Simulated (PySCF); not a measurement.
C6H14N2.
Cartesian coordinates in Å at the GFN2-xTB level; atoms count from 1:
```
atom  x, y, z in Å
C1     3.1914    0.3171   -0.4763
C2     1.7646    0.1970   -0.9944
C3     0.8424   -0.4470    0.0366
N4    -0.5078   -0.5464   -0.4969
C5    -1.4485   -1.2577    0.3865
C6    -2.4852   -0.2209    0.8615
C7    -1.8421    1.1032    0.4225
N8    -1.0410    0.7530   -0.7439
H9     3.2209    0.9258    0.4252
H10    3.8291    0.7824   -1.2240
H11    3.5987   -0.6638   -0.2394
H12    1.7448   -0.4062   -1.9031
H13    1.3700    1.1835   -1.2391
H14    0.8790    0.1310    0.9745
H15    1.1813   -1.4646    0.2477
H16   -1.9221   -2.0608   -0.1853
H17   -0.9162   -1.7044    1.2285
H18   -2.6562   -0.2674    1.9346
H19   -3.4376   -0.3653    0.3499
H20   -1.1674    1.4794    1.1975
H21   -2.5638    1.8807    0.1787
H22   -1.6444    0.6707   -1.5615
```

Definitions: NICS(0) = −σiso at the ring centroid; NICS(1) = −σiso and NICS(1)zz = −σzz at ±1 Å along the ring normal z. Level: GIAO PBE0/pcSseg-1 (PySCF, non-relativistic, gas phase) on the GFN2-xTB geometry, one conformer.

Ring bond lengths (Å), with Mayer bond orders in brackets: N4–C5 1.474 (0.93), C5–C6 1.541 (1.02), C6–C7 1.536 (1.02), C7–N8 1.458 (0.98), N8–N4 1.426 (1.01).

Q: What do the NICS probes read (ppm)?

A: 
| ring | type | NICS(0) | NICS(1), two faces | NICS(1)zz, two faces | rms pucker (Å) | centre to ring atoms, mean (Å) |
| --- | --- | --- | --- | --- | --- | --- |
| N4–C5–C6–C7–N8 | 5-membered ring with 2 N; formal bonds all single | -7.8 | -4.0 / -4.5 | -8.7 / -7.6 | 0.15 | 1.25 |

Q: What can be read from them?

A: 
- N4–C5–C6–C7–N8: mean NICS(1)zz -8.1 ppm, shielded. C5, C6, C7 have four or more neighbours, and the NICS criterion for π rings isn't applied.

Q: At the second NICS(1) probe listed for ring N4–C5–C6–C7–N8, 1 Å off the ring, how large is the induced field along the normal in 1 T applied along it?

A: NICSzz × B0 = -7.6 ppm × 1 T = -8 μT, against the applied field.
